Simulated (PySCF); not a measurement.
C₇H₈, SMILES C1C2C3C2C2C1C32.

Coordinates come from a PBE-D3(BJ)/def2-SVP optimisation. One conformer was computed; it need not be the lowest.

All values below come from PySCF 2.14.0 with PBE-D3(BJ)/def2-SVP.

No scaling factor is applied to the harmonic values.

Q: Give all harmonic wavenumbers and intensities. (An estimate is asked for; the answer gives what the named calculation found.)

A: 
```json
[
 {"mode": "1", "ν (cm⁻¹)": "387", "IR (km/mol)": "1.0", "moving atoms (share of kinetic energy)": "H 52 %, C 48 %"},
 {"mode": "2", "ν (cm⁻¹)": "521", "IR (km/mol)": "0.0", "moving atoms (share of kinetic energy)": "C 69 %, H 31 %"},
 {"mode": "3", "ν (cm⁻¹)": "657", "IR (km/mol)": "0.0", "moving atoms (share of kinetic energy)": "C 73 %, H 27 %"},
 {"mode": "4", "ν (cm⁻¹)": "690", "IR (km/mol)": "0.0", "moving atoms (share of kinetic energy)": "C 78 %, H 22 %"},
 {"mode": "5", "ν (cm⁻¹)": "705", "IR (km/mol)": "1.4", "moving atoms (share of kinetic energy)": "H 52 %, C 48 %"},
 {"mode": "6", "ν (cm⁻¹)": "722", "IR (km/mol)": "3.1", "moving atoms (share of kinetic energy)": "C 82 %, H 18 %"},
 {"mode": "7", "ν (cm⁻¹)": "773", "IR (km/mol)": "37.0", "moving atoms (share of kinetic energy)": "H 50 %, C 50 %"},
 {"mode": "8", "ν (cm⁻¹)": "795", "IR (km/mol)": "24.2", "moving atoms (share of kinetic energy)": "H 71 %, C 29 %"},
 {"mode": "9", "ν (cm⁻¹)": "828", "IR (km/mol)": "0.0", "moving atoms (share of kinetic energy)": "H 64 %, C 36 %"},
 {"mode": "10", "ν (cm⁻¹)": "845", "IR (km/mol)": "1.4", "moving atoms (share of kinetic energy)": "H 57 %, C 43 %"},
 {"mode": "11", "ν (cm⁻¹)": "898", "IR (km/mol)": "3.3", "moving atoms (share of kinetic energy)": "H 62 %, C 38 %"},
 {"mode": "12", "ν (cm⁻¹)": "900", "IR (km/mol)": "4.5", "moving atoms (share of kinetic energy)": "H 54 %, C 46 %"},
 {"mode": "13", "ν (cm⁻¹)": "908", "IR (km/mol)": "7.6", "moving atoms (share of kinetic energy)": "H 54 %, C 46 %"},
 {"mode": "14", "ν (cm⁻¹)": "940", "IR (km/mol)": "0.8", "moving atoms (share of kinetic energy)": "C 66 %, H 34 %"},
 {"mode": "15", "ν (cm⁻¹)": "966", "IR (km/mol)": "0.1", "moving atoms (share of kinetic energy)": "C 63 %, H 37 %"},
 {"mode": "16", "ν (cm⁻¹)": "978", "IR (km/mol)": "0.1", "moving atoms (share of kinetic energy)": "H 65 %, C 35 %"},
 {"mode": "17", "ν (cm⁻¹)": "986", "IR (km/mol)": "0.0", "moving atoms (share of kinetic energy)": "H 57 %, C 43 %"},
 {"mode": "18", "ν (cm⁻¹)": "993", "IR (km/mol)": "0.0", "moving atoms (share of kinetic energy)": "H 80 %, C 20 %"},
 {"mode": "19", "ν (cm⁻¹)": "1013", "IR (km/mol)": "0.5", "moving atoms (share of kinetic energy)": "H 86 %, C 14 %"},
 {"mode": "20", "ν (cm⁻¹)": "1021", "IR (km/mol)": "0.0", "moving atoms (share of kinetic energy)": "C 62 %, H 38 %"},
 {"mode": "21", "ν (cm⁻¹)": "1033", "IR (km/mol)": "0.0", "moving atoms (share of kinetic energy)": "H 50 %, C 50 %"},
 {"mode": "22", "ν (cm⁻¹)": "1084", "IR (km/mol)": "0.8", "moving atoms (share of kinetic energy)": "C 63 %, H 37 %"},
 {"mode": "23", "ν (cm⁻¹)": "1139", "IR (km/mol)": "0.0", "moving atoms (share of kinetic energy)": "H 80 %, C 20 %"},
 {"mode": "24", "ν (cm⁻¹)": "1166", "IR (km/mol)": "0.0", "moving atoms (share of kinetic energy)": "H 69 %, C 31 %"},
 {"mode": "25", "ν (cm⁻¹)": "1194", "IR (km/mol)": "0.0", "moving atoms (share of kinetic energy)": "H 68 %, C 32 %"},
 {"mode": "26", "ν (cm⁻¹)": "1227", "IR (km/mol)": "18.1", "moving atoms (share of kinetic energy)": "C 51 %, H 49 %"},
 {"mode": "27", "ν (cm⁻¹)": "1247", "IR (km/mol)": "1.0", "moving atoms (share of kinetic energy)": "C 62 %, H 38 %"},
 {"mode": "28", "ν (cm⁻¹)": "1250", "IR (km/mol)": "2.2", "moving atoms (share of kinetic energy)": "C 71 %, H 29 %"},
 {"mode": "29", "ν (cm⁻¹)": "1337", "IR (km/mol)": "0.2", "moving atoms (share of kinetic energy)": "C 73 %, H 27 %"},
 {"mode": "30", "ν (cm⁻¹)": "1366", "IR (km/mol)": "0.1", "moving atoms (share of kinetic energy)": "C 77 %, H 23 %"},
 {"mode": "31", "ν (cm⁻¹)": "1407", "IR (km/mol)": "0.9", "moving atoms (share of kinetic energy)": "H 88 %, C 12 %"},
 {"mode": "32", "ν (cm⁻¹)": "2979", "IR (km/mol)": "38.7", "moving atoms (share of kinetic energy)": "H 95 %"},
 {"mode": "33", "ν (cm⁻¹)": "3033", "IR (km/mol)": "18.7", "moving atoms (share of kinetic energy)": "H 90 %, C 10 %"},
 {"mode": "34", "ν (cm⁻¹)": "3121", "IR (km/mol)": "7.8", "moving atoms (share of kinetic energy)": "H 92 %, C 8 %"},
 {"mode": "35", "ν (cm⁻¹)": "3124", "IR (km/mol)": "4.7", "moving atoms (share of kinetic energy)": "H 92 %, C 8 %"},
 {"mode": "36", "ν (cm⁻¹)": "3131", "IR (km/mol)": "0.0", "moving atoms (share of kinetic energy)": "H 92 %, C 8 %"},
 {"mode": "37", "ν (cm⁻¹)": "3141", "IR (km/mol)": "17.1", "moving atoms (share of kinetic energy)": "H 92 %, C 8 %"},
 {"mode": "38", "ν (cm⁻¹)": "3143", "IR (km/mol)": "21.5", "moving atoms (share of kinetic energy)": "H 91 %, C 9 %"},
 {"mode": "39", "ν (cm⁻¹)": "3151", "IR (km/mol)": "4.9", "moving atoms (share of kinetic energy)": "H 90 %, C 10 %"}
]
```
